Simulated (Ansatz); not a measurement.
Consider the ligand exchange at a B–O bond: `BO[SiH3]` + H₂Te → `B[TeH]` + silanol.

Program: Ansatz. Geometries: PBE0-D4/def2-TZVP. ΔE: electronic, gas phase. CCSD(T)/CBS is the MP2 limit (def2-TZVPP, def2-QZVPP) plus CCSD(T) − MP2 in def2-TZVPP, frozen cores. Functionals use def2-TZVPP. Elements past krypton have def2 core potentials. For Te outer-core shells are correlated without core-valence functions, which leaves a few kJ/mol of doubt a bond.

```
         level  ΔE (kcal/mol)
         BHLYP           17.6
MP2/def2-TZVPP           13.3
```

Task: What does CCSD(T)/CBS give? (An estimate is asked.)

Result: Computed: +13.6 kcal/mol. The listed levels differ from it by 4.0, -0.3 kcal/mol.

Largest T1 diagnostic among the species: 0.015.

Leaving LDA and LC-ωPBE aside and taking each functional with its dispersion term where it has one, the values, not all of them listed here, spread over 5.8 kcal/mol, from revPBE-D4 to CAM-B3LYP-D4. LDA lies +1.4 kcal/mol from PBE without D4. In def2-TZVPP, CCSD(T) changes the Hartree–Fock value by −5.3 kcal/mol (the triples alone add −1.0 kcal/mol) and MP2 by −6.3 kcal/mol. At CCSD(T), def2-SVP lies +6.1 kcal/mol from the extrapolated value and def2-TZVPP +0.7 kcal/mol.
